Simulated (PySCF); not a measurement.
C$_{4}$H$_{12}$Si (SMILES C[Si](C)(C)C), singlet, geometry from GFN2-xTB.

PySCF was given this input:
```python
from pyscf import gto, scf, dft

mol = gto.Mole()
mol.atom = '''
    C    -0.417781   -1.214189   -1.412677
    Si    0.000000    0.000000   -0.000000
    C     0.005541    1.785287   -0.676144
    C    -1.310410   -0.153853    1.379712
    C     1.722650   -0.417246    0.709109
    H    -1.393964   -1.004244   -1.839505
    H    -0.429310   -2.241604   -1.061285
    H     0.309978   -1.152215   -2.216244
    H     0.240358    2.503370    0.103862
    H    -0.962114    2.055656   -1.088135
    H     0.741828    1.907685   -1.464873
    H    -2.304575    0.077452    1.009137
    H    -1.339921   -1.159908    1.787357
    H    -1.102103    0.525166    2.201134
    H     1.754239   -1.428607    1.103244
    H     2.493527   -0.339218   -0.051714
    H     1.992058    0.256468    1.517021
'''
mol.basis = '3-21g'
mol.charge = 0
mol.spin = 0
mol.verbose = 4
mol.build()

mf = dft.UKS(mol)
mf.xc = 'pbe0'
mf.kernel()
```

Q: What nuclear repulsion energy does PBE0/3-21G (PySCF) give?

A: 243.4010 Eh

Q: What Mulliken (on the basis functions themselves) charges in atom order does PBE0/3-21G give?

A: C1 -1.05, Si2 1.52, C3 -1.05, C4 -1.05, C5 -1.05, H6 0.22, H7 0.22, H8 0.22, H9 0.22, H10 0.22, H11 0.22, H12 0.22, H13 0.22, H14 0.22, H15 0.22, H16 0.22, H17 0.22

Q: Give the HOMO energy at the level PBE0/3-21G.

A: -8.19 eV
